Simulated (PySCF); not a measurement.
Species: C4H5ClN2S.
Atom-mapped SMILES: `[Cl:1][CH2:2][CH2:3][c:4]1[n:5][cH:6][s:7][n:8]1` (hydrogens: H9, H10 on C2; H11, H12 on C3; H13 on C6)

Computed geometry: GFN2-xTB, gas phase.

**Question.** Give the optimised bond lengths and angles.

**Answer.** 
| bond | length (pm) | order |
| --- | --- | --- |
| Cl1–C2 | 178.4 | single |
| C2–C3 | 152.2 | single |
| C3–C4 | 149.0 | single |
| C4–N5 | 135.5 | aromatic |
| N5–C6 | 128.8 | aromatic |
| C6–S7 | 173.0 | aromatic |
| S7–N8 | 162.8 | aromatic |
| C4–N8 | 130.6 | aromatic |
| C2–H9, C2–H10 | 108.9 | single |
| C3–H11, C3–H12 | 109.2 | single |
| C6–H13 | 107.0 | single |

Bonds in one row agree within 1 pm and their mean is given. Orders are formal, as drawn. A selection of angles:
| angle | degrees |
| --- | --- |
| Cl1–C2–C3 | 110.4 |
| Cl1–C2–H9 | 106.9 |
| C3–C2–H9 | 110.6 |
| H9–C2–H10 | 110.7 |
| C2–C3–C4 | 110.7 |
| C2–C3–H11 | 108.3 |
| C2–C3–H12 | 111.1 |
| C4–C3–H11 | 108.8 |
| H11–C3–H12 | 109.2 |
| C3–C4–N5 | 120.6 |
| C3–C4–N8 | 121.8 |
| N5–C4–N8 | 117.5 |
| C4–N5–C6 | 109.5 |
| N5–C6–S7 | 112.1 |
| N5–C6–H13 | 124.6 |
| S7–C6–H13 | 123.3 |
| C6–S7–N8 | 90.6 |
| C4–N8–S7 | 110.2 |

Torsions: Cl1–C2–C3–C4 -63° (synclinal); C2–C3–C4–N5 -53° (synclinal). The mirror-image conformer, all signs reversed, is as good.

The 5-membered ring C4–N5–C6–S7–N8 has internal angles of 90.6° to 117.5° (sum 540°, against 540° for a flat polygon); it is planar, 0.00 Å rms from its mean plane, widest ring torsion 0°. Of the pairs four or more bonds apart, N5···H9 is among the closest relative to their van der Waals radii: 2.64 Å, 96 % of the sum of Bondi's values. The 3 C–N bonds span 1.288 Å (N5–C6, aromatic) to 1.355 Å (C4–N5, aromatic), a spread of 0.067 Å. The C–C distances run from 1.490 Å (C3–C4, drawn single) to 1.522 Å (C2–C3, drawn single), a spread of 0.032 Å.

Point group: C1 (no symmetry element, even within 0.4 Å). GFN2-xTB frequencies: not computed here. One conformer, not necessarily the lowest.
